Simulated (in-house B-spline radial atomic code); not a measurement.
OEP/ALDAx excitations of Al IV (Al3+)

Method: OEP/ALDAx. Computed with a B-spline radial code for spherical atoms: linear response of the closed shell [He] 2s2 2p6 with the adiabatic LDA exchange kernel on the exchange-only optimised effective potential; scalar-relativistic (spin-free one-electron X2C), finite nucleus, no spin-orbit coupling, no double excitations, S, P, D and F terms only. Only terms of natural parity with L up to 3 were computed.

Command:
```bash
python run_td.py task.json out
```
Settings (radii: box in bohr, nucleus in fm):
```
Z                        13
electrons                10
configuration            [He] 2s2 2p6
hamiltonian              x2c
method                   oep
box_radius               23.08
rms_radius               3.061
intervals                108
```

Cost of the run: 0.8 s on 1 thread of Arm Neoverse N1, with other jobs on the host.

The lowest states, in the order of their Tamm-Dancoff energies; the method's threshold (minus the highest occupied level) is 121.71 eV. Labels give the largest channel, * marks a mixed state, and oscillator strengths are full-response dipole values. Semilocal kernels can invert the small singlet-triplet splittings of Rydberg terms. Energies in eV:

```csv
state,full response,Tamm-Dancoff,oscillator strength
2p → 3s 3P,?,?,-
2p → 3s 1P,77.72,77.75,0.223
2p → 3p 3S,83.88,83.93,-
2p → 3p 3D,84.92,84.93,-
2p → 3p 1D,85.61,85.61,-
2p → 3p 1S,89.38,89.77,-
2p → 3d 3P,94.48,94.49,-
2p → 3d 3F,94.75,94.76,-
2p → 3d 1F,?,?,-
2p → 3d 1P,96.17,96.23,0.853
```

**Question.** Where does 2p → 3d 1F lie?

**Answer.** At 95.09 eV in full response, 95.10 eV in Tamm-Dancoff.

**Question.** Where does 2p → 3s 3P lie?

**Answer.** At 76.76 eV in full response, 76.77 eV in Tamm-Dancoff.

**Question.** How large is the singlet-triplet splitting of 2p → 3s (P terms) in Tamm-Dancoff?

**Answer.** 0.974 eV, from the unrounded values.

**Question.** What polarisabilities and dispersion coefficient does the method give?

**Answer.** Dipole 0.2673 bohr³, quadrupole 0.218 bohr⁵, C6 0.2464 hartree·bohr⁶ for two such species.
